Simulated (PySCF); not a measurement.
How methods differ on the excitation energy of Mn⁺

Mn⁺ [Ar] 3d5 4s1 (7S) → Mn⁺ [Ar] 3d6 (5D), as a difference of total energies. Computed with PySCF 2.14 in def2-TZVPPD (6s6p4d2f1g, 67 functions), with no relativity, point nucleus. Correlated levels: valence: [Ar] frozen; valence and next inner shell: [Ne] frozen. The calculations carry no spin-orbit coupling.

| method | excitation energy (eV) |
| --- | --- |
| UHF | 3.227 |
| LDA | 1.203 |
| PBE | 1.187 |
| PBE0 | 1.494 |
| r2SCAN | 1.764 |
| TPSSh | 1.191 |
| r2SCAN0 | 1.901 |
| M06-2X | 1.259 |
| revPBE | 1.152 |
| MP2 (valence) | 1.826 |
| SCS-MP2 (valence) | 1.392 |
| MP2 (valence and next inner shell) | 1.524 |
| SCS-MP2 (valence and next inner shell) | 1.339 |

Question: How much does correlation contribute at MP2 (valence and next inner shell)?

Answer: 1.524 − (3.227) = -1.703 eV, measured against UHF.

These non-relativistic numbers lack the scalar-relativistic shift.

Errors of the correlated levels include the incompleteness of this basis and the frozen core.

For comparison: 1.808 eV (measured; NIST levels, between the centres of gravity of the two terms).
